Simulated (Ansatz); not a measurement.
A family of molecules: the atomisation energy (no zero-point term)

Gas-phase molecules, one atom swapped for its congeners: SiH(CN)3; GeH(CN)3; SnH(CN)3. All are singlets with charge 0.

Shapes, held fixed at every level: PBE0-D4/def2-TZVP. Programs: Ansatz 0.2.0. Values in eV.

| level | SiH(CN)3 | SnH(CN)3 |
| --- | --- | --- |
| HF/def2-SVP | 25.87 | 22.68 |
| PBE-D4/def2-TZVPP | 42.72 | 39.53 |
| B3LYP-D4/def2-TZVPP | 40.76 | 37.48 |
| wB97M-V/def2-TZVPP | 40.86 | 37.71 |
| MP2/def2-SVP | 39.72 | 36.64 |
| CCSD(T)/def2-SVP | 37.94 | 34.97 |
| CCSD(T)/def2-TZVPP | 39.09 | 36.27 |

**Question.** Estimate the column for GeH(CN)3 from its neighbours.

**Answer.** The mean of the neighbours at CCSD(T)/def2-TZVPP is 37.68 eV, against 37.68 from the run. All rows: HF/def2-SVP 24.21; PBE-D4/def2-TZVPP 40.99; B3LYP-D4/def2-TZVPP 38.90; wB97M-V/def2-TZVPP 39.02; MP2/def2-SVP 38.19; CCSD(T)/def2-SVP 36.46; CCSD(T)/def2-TZVPP 37.68 eV. At CCSD(T)/def2-TZVPP the atomisation energy falls at every step, from 39.09 to 36.27 eV. Every level shows the same order. For atoms past krypton def2 sets carry core potentials with scalar relativity. Relativity is left out for Ge. Outer-core shells of Ge, Sn are correlated in most correlated rows, in sets that cover them unevenly. Spin-orbit coupling, which grows down the group, is left out (summed over each molecule's free atoms 0.03, 0.13, 0.32 eV). Coupled cluster in double- or triple-zeta sets underbinds by a few per cent against its basis-set limit.
